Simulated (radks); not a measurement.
Hf+, configuration [Xe] 4f14 5d1 6s2 (the NIST ground configuration). Calculated with a radial shooting solver on a logarithmic mesh with Libxc functionals: Dirac Kohn-Sham, exchange-only LDA, spin-unpolarised, spherical densities, point nucleus; open shells are shared between the two j in proportion to 2j + 1. Some entries of the table are withheld. Estimate them.

| orbital | occ. | eigenvalue (hartree) | <1/r> (bohr^-1) | r(max) (bohr) |
|---|---|---|---|---|
| 1s1/2 | 2 | -2394.276 | 83.78 | 0.01191 |
| 2s1/2 | 2 | -409.4685 | 20.30 | 0.06830 |
| 2p1/2 | 2 | (1) | (2) | 0.05092 |
| 2p3/2 | 4 | (3) | (4) | 0.05755 |
| 3s1/2 | 2 | -93.48760 | 7.445 | 0.1925 |
| 3p1/2 | 2 | -85.37192 | 7.363 | 0.1805 |
| 3p3/2 | 4 | -75.99892 | 6.576 | 0.1942 |
| 3d3/2 | 4 | -62.22131 | 6.470 | 0.1523 |
| 3d5/2 | 6 | -60.17552 | 6.282 | 0.1561 |
| 4s1/2 | 2 | (5) | 3.125 | 0.4379 |
| 4p1/2 | 2 | -15.71187 | 3.016 | 0.4383 |
| 4p3/2 | 4 | -13.55875 | 2.739 | 0.4675 |
| 4d3/2 | 4 | -8.08958 | 2.520 | 0.4659 |
| 4d5/2 | 6 | -7.69539 | 2.453 | 0.4753 |
| 5s1/2 | 2 | -2.75177 | 1.185 | 1.015 |
| 5p1/2 | 2 | -1.80599 | 1.052 | 1.097 |
| 5p3/2 | 4 | -1.51539 | 0.9553 | 1.185 |
| 4f5/2 | 6 | -0.94431 | 1.934 | 0.4512 |
| 4f7/2 | 8 | -0.88015 | 1.903 | 0.4565 |
| 6s1/2 | 2 | -0.40567 | 0.4036 | 2.735 |
| 5d3/2 | 0.4 | -0.36863 | 0.6069 | (6) |
| 5d5/2 | 0.6 | -0.34825 | 0.5851 | (7) |
| 6p1/2 | 0 | -0.24570 | 0.3214 | 3.357 |
| 6p3/2 | 0 | -0.22039 | 0.2976 | 3.633 |
| 7s1/2 | 0 | -0.10701 | 0.1662 | 6.994 |
| 6d3/2 | 0 | -0.07255 | 0.1615 | 6.766 |
| 6d5/2 | 0 | -0.07091 | 0.1581 | 6.946 |
| 5f5/2 | 0 | -0.03433 | 0.08045 | 12.83 |
| 5f7/2 | 0 | -0.03433 | 0.08041 | 12.83 |

Answer. 
(1) 2p1/2 eigenvalue (hartree): -391.1918
(2) 2p1/2 <1/r> (bohr^-1): 20.27
(3) 2p3/2 eigenvalue (hartree): -347.4392
(4) 2p3/2 <1/r> (bohr^-1): 17.22
(5) 4s1/2 eigenvalue (hartree): -19.03478
(6) 5d3/2 r(max) (bohr): 1.618
(7) 5d5/2 r(max) (bohr): 1.671
